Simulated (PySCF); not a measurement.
B(F)(NMe2)(SiH3) (C2H9BFNSi), SMILES [SiH3]B(F)N(C)C.

The structure is a stationary point at ωB97X-D3(BJ)/def2-SVP. Other conformers were not sampled.

Computed with PySCF with TDDFT-PBE/def2-SVPD.

Vertical excitations.  State labels are in the subgroup Cs.

Question: Estimate the UV-visible absorptions. (An estimate is asked for; the answer gives what the named calculation found.)

Answer: 
```json
[
 {"state": "S1", "symmetry": "A'", "energy (eV)": "5.87", "λ (nm)": "211", "f": "0.194", "main pairs": "HOMO→LUMO 95 %"},
 {"state": "S2", "symmetry": "A\"", "energy (eV)": "5.96", "λ (nm)": "208", "f": "0.011", "main pairs": "HOMO→LUMO+1 100 %"},
 {"state": "S3", "symmetry": "A\"", "energy (eV)": "6.31", "λ (nm)": "197", "f": "0.012", "main pairs": "HOMO−1→LUMO 94 %"},
 {"state": "S4", "symmetry": "A\"", "energy (eV)": "6.34", "λ (nm)": "196", "f": "0.005", "main pairs": "HOMO→LUMO+2 99 %"},
 {"state": "S5", "symmetry": "A\"", "energy (eV)": "6.69", "λ (nm)": "185", "f": "0.006", "main pairs": "HOMO→LUMO+3 99 %"},
 {"state": "S6", "symmetry": "A'", "energy (eV)": "6.70", "λ (nm)": "185", "f": "0.015", "main pairs": "HOMO−1→LUMO+1 99 %"},
 {"state": "S7", "symmetry": "A\"", "energy (eV)": "7.05", "λ (nm)": "176", "f": "0.004", "main pairs": "HOMO−2→LUMO 97 %"},
 {"state": "S8", "symmetry": "A\"", "energy (eV)": "7.08", "λ (nm)": "175", "f": "0.002", "main pairs": "HOMO→LUMO+4 99 %"},
 {"state": "S9", "symmetry": "A'", "energy (eV)": "7.15", "λ (nm)": "173", "f": "0.002", "main pairs": "HOMO−1→LUMO+2 86 %"},
 {"state": "S10", "symmetry": "A\"", "energy (eV)": "7.24", "λ (nm)": "171", "f": "0.005", "main pairs": "HOMO→LUMO+5 99 %"},
 {"state": "T1", "symmetry": "A'", "energy (eV)": "4.67", "λ (nm)": "265", "f": "0", "main pairs": "HOMO→LUMO 99 %"},
 {"state": "T2", "symmetry": "A\"", "energy (eV)": "5.33", "λ (nm)": "233", "f": "0", "main pairs": "HOMO−1→LUMO 99 %"},
 {"state": "T3", "symmetry": "A\"", "energy (eV)": "5.87", "λ (nm)": "211", "f": "0", "main pairs": "HOMO→LUMO+1 100 %"},
 {"state": "T4", "symmetry": "A\"", "energy (eV)": "6.26", "λ (nm)": "198", "f": "0", "main pairs": "HOMO→LUMO+2 100 %"}
]
```
Triplets are in the Tamm–Dancoff approximation, which puts them higher than full response would, so one can lie above its singlet here.
